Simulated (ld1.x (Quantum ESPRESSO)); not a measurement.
# F: excitation energies, all-electron against TM

```json
{
  "Element": "fluorine",
  "Generator": "ld1.x (Quantum ESPRESSO) 7.5",
  "Type": "norm-conserving Troullier–Martins (Kleinman–Bylander form)",
  "Functional": "PBE",
  "Relativity": "non-relativistic",
  "Frozen core": "[He]",
  "Valence charge": "7",
  "Reference configuration": "2s1.75 2p5.25",
  "Partial waves": "2s (bound): rc 0.60 bohr; 2p (bound): rc 1.70 bohr",
  "Local potential": "the p channel",
  "Core correction": "none"
}
```

Energies are relative to the spin-unpolarised reference configuration 2s1.75 2p5.25; without spin polarisation the order of configurations can differ from experiment. The frozen-core shift is the all-electron ΔE with the core orbitals held at their reference shape minus the fully relaxed ΔE.

```csv
valence configuration,charge,ΔE all-electron (eV),error AE − PS (meV),frozen-core shift (meV)
2s2 2p5,0,-4.676,+0.2,0.0
2s2 2p4,+1,14.725,+36,+0.1
2s2 2p3,+2,53.120,+321,+0.8
2s1 2p6,0,14.048,+1.9,+0.2
2s2 2p1,+4,199.561,+4533,+15
2s2 2p5.3,-0.3,-7.349,-11,0.0
```

Question: What are ΔE and the potential's error for 2s2 2p4.5?

Answer: ΔE = 2.873 eV all-electron; the error (AE − PS) is +12 meV.

Levels in the configuration 2s2 2p5.3:

```
level  all-electron (eV)  pseudo (eV)
   2s            -25.326      -25.256
   2p             -6.768       -6.725
```
